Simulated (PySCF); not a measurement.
# Polarisability and C₆ of I (iodine, neutral)

[Kr] 4d10 5s2 5p5, 2P determinant. Calculation: PySCF 2.14, in aug-cc-pwCVTZ-PP with ECP28MDF; a scalar-relativistic core potential. Coupled (time-dependent) response in atomic units; α is the mean over directions.

```csv
method,mean α (bohr³),"α xx, yy, zz",C₆ (like pair),S(−4)
UHF,31.74,"29.35, 32.94, 32.94",345.3,191.0
PBE,34.26,"31.13, 35.83, 35.83",377.1,243.6
PBE0,32.98,"30.18, 34.38, 34.38",360.5,216.4
HSE06,33.20,"30.35, 34.63, 34.63",363.6,219.9
```

S(−4) is the Cauchy moment in α(ω) = α(0) + S(−4) ω² + …

Reference α: 32.9 ± 1.3 bohr³ (recommended; Schwerdtfeger and Nagle, table of static dipole polarizabilities (2023 update)). Published C₆: 385.0 (Chu and Dalgarno (2004); Tang, Norbeck and Certain (1976)).

Spin-orbit coupling is absent.

α(iu) at UHF:

```
u (hartree)  α(iu) (bohr³)
          0          31.74
     0.0500          31.27
      0.100          29.97
      0.200          25.86
      0.300          21.33
      0.500          14.19
      0.750          9.016
       1.00          6.217
       1.50          3.557
       2.00          2.379
       3.00          1.344
       5.00         0.6269
```

A single London oscillator, α(iu) = α/(1 + u²/ω²), gives C₆ = (3/4) ω α². Matching the computed C₆ needs ω = 4 × 345.3 / (3 × 31.74²) = 0.457 hartree.

The components differ because the open shell of this determinant is not spherical; for a pure term their mean is the scalar polarisability.

Energies and moments cover only the electrons outside the core potential.
